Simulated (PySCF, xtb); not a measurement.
Dimer: GaH3O (SMILES [OH][GaH2]) (first 5 atoms) with H2O (SMILES O); geometry from B3LYP-D3(BJ)/def2-TZVP, rigid monomers moved along the line of their centres of mass till H3···O6 is 2.21 Å.
(charge 0, multiplicity 1):
```xyz
8

O     -0.448    -0.982     1.028
Ga     0.386    -0.383    -0.438
H     -0.363    -0.403     1.802
H      0.240    -1.322    -1.677
H      1.160     0.977    -0.362
O     -0.361     0.680     3.727
H      0.013     0.124     4.420
H     -1.266     0.865     4.002
```

Interaction energies are E(AB) − E(A) − E(B) at the monomers' geometry in the complex; basis-set methods are counterpoise corrected. Rows marked so take none.

Rows in 6-31G* carry no dispersion term and start afresh at each structure (6-31G* with six Cartesian d functions); the Pople sets are all-electron and without relativity. MP2/6-31G* freezes PySCF's default core, which leaves 3d correlated.

Programs: PySCF for 6-31G* rows; xtb for the GFN methods. Values without a source in brackets are computed.

Problem. Give the interaction energy at the level GFN1-xTB.

Solution. -21 kJ/mol
